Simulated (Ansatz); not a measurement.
Gas-phase electronic energies from Ansatz, PBE0-D4/def2-TZVP geometries. CCSD(T)/CBS adds triple-zeta CCSD(T) − MP2 to the extrapolated MP2 energy (def2 sets, frozen cores). This one scheme is used for every species, atoms too. DFT in def2-TZVPP. B3LYP here is the variant with VWN-RPA as its local correlation; programs differ in this. No spin–orbit coupling; open shells (•) take unrestricted orbitals. Spin–orbit coupling would lower the free atoms: a little for C, O; clearly for Ge, Se. Bonds to Ge, Se are less sure, by a few kJ/mol each and by 10 to 20 or more in all where they break to atoms, as the def2 sets lack core-valence functions. Scalar relativity is left out up to krypton. One conformer a species, not always the lowest.

`C[O][GeH2][SeH]` → C• + Ge• + 6 H• + O• + Se•  (atomization)

```
             level  ΔE (kJ/mol)  difference from CCSD(T)/CBS
         r2SCAN-D4       3221.4                         -7.7
           ωB97X-V       3227.0                         -2.1
               PBE       3225.2                         -3.9
            r2SCAN       3216.4                        -12.7
             B3LYP       3164.3                        -64.8
    MP2/def2-TZVPP       3174.4                        -54.7
    MP2/def2-QZVPP       3219.6                         -9.5
SCS-MP2/def2-QZVPP       3222.1                         -7.0
     MP2/CBS(def2)       3252.3                         23.2
    CCSD/CBS(def2)       3180.0                        -49.1
       CCSD(T)/CBS       3229.1                            0
```

Largest T1 diagnostic among the species: 0.011.

The D4 term adds +34.0 kJ/mol with B3LYP and +17.9 kJ/mol with PBE0; it sums over pairs of atoms, weighted by their polarisabilities, and B3LYP, whose exchange is more repulsive, gets the larger term. In def2-TZVPP, CCSD(T) changes the Hartree–Fock value by +881.0 kJ/mol (the triples alone add +49.1 kJ/mol) and MP2 by +904.1 kJ/mol; breaking electron pairs costs correlation energy, which Hartree–Fock lacks.

For atomizations the MP2-based limit and the directly extrapolated one differ by several kJ/mol either way, and by 10 to 25 for some Ge, Se and Sn compounds, so smaller differences from it don't rank the levels.
